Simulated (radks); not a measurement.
The numbers below are computed, except where a source is named.
Ionisation ladder of dysprosium, from Dy22+ to Dy43+. Each ion is in the ground configuration listed by NIST, and IE = E(next ion) - E(this ion). Level of theory: scalar-relativistic Kohn-Sham, PBE, spin-polarised, spherical densities, finite nucleus; open shells are filled with parallel spins first (spin-orbit coupling, left out, can overturn this in heavy ions); Fermi nuclear charge, rms radius 5.2218 fm (a radial shooting solver on a logarithmic mesh with Libxc functionals).

| species | configuration | E (hartree) | IE, Delta-SCF (eV) | IE, NIST (eV) | kind | error (eV) |
|---|---|---|---|---|---|---|
| Dy22+ | [Kr] 4d8 | -11960.2211 | 747.30 | 743 | theory | +4.3 |
| Dy23+ | [Kr] 4d7 | -11932.7583 | 787.81 | 786 | theory | +1.8 |
| Dy24+ | [Kr] 4d6 | -11903.8068 | 828.70 | 827 | theory | +1.7 |
| Dy25+ | [Kr] 4d5 | -11873.3528 | 881.33 | 872 | theory | +9.3 |
| Dy26+ | [Kr] 4d4 | -11840.9645 | 924.26 | 924 | theory | +0.3 |
| Dy27+ | [Kr] 4d3 | -11806.9986 | 967.66 | 969 | theory | -1.3 |
| Dy28+ | [Kr] 4d2 | -11771.4379 | 1011.5 | 1014 | theory | -2.5 |
| Dy29+ | [Kr] 4d1 | -11734.2671 | 1055.6 | 1059 | theory | -3.4 |
| Dy30+ | [Kr] | -11695.4731 | 1248.5 | 1232 | theory | +16.5 |
| Dy31+ | [Ar] 3d10 4s2 4p5 | -11649.5915 | 1292.9 | 1275 | theory | +17.9 |
| Dy32+ | [Ar] 3d10 4s2 4p4 | -11602.0794 | 1336.9 | 1325 | theory | +11.9 |
| Dy33+ | [Ar] 3d10 4s2 4p3 | -11552.9510 | 1394.2 | 1371 | theory | +23.2 |
| Dy34+ | [Ar] 3d10 4s2 4p2 | -11501.7140 | 1440.0 | 1468 | theory | -28.0 |
| Dy35+ | [Ar] 3d10 4s2 4p1 | -11448.7958 | 1485.3 | 1520 | theory | -34.7 |
| Dy36+ | [Ar] 3d10 4s2 | -11394.2131 | 1647.6 | 1638 | theory | +9.6 |
| Dy37+ | [Ar] 3d10 4s1 | -11333.6635 | 1699.5 | 1691.7 | semi-emp. | +7.8 |
| Dy38+ | [Ar] 3d10 | -11271.2093 | 2898.2 | 2882 | theory | +16.2 |
| Dy39+ | [Ar] 3d9 | -11164.7041 | 3005.9 | 2987 | theory | +18.9 |
| Dy40+ | [Ar] 3d8 | -11054.2402 | 3114.7 | 3098 | theory | +16.7 |
| Dy41+ | [Ar] 3d7 | -10939.7780 | 3224.4 | 3217 | theory | +7.4 |
| Dy42+ | [Ar] 3d6 | -10821.2830 | 3334.9 | 3331 | theory | +3.9 |
| Dy43+ | [Ar] 3d5 | -10698.7273 | 3478.7 | 3445 | theory | +33.7 |

Reference values: NIST Atomic Spectra Database (exp. = measured, semi-emp. = semi-empirical, theory = theoretical value adopted there). The ionisation energy per charge of the ion left behind rises most, in proportion, at Dy38+ ([Ar] 3d10), from 44.723 to 74.312 eV. Open shells are spherical and high-spin; term and fine-structure splittings are not resolved. Spin-orbit splitting is averaged out at the scalar-relativistic level.
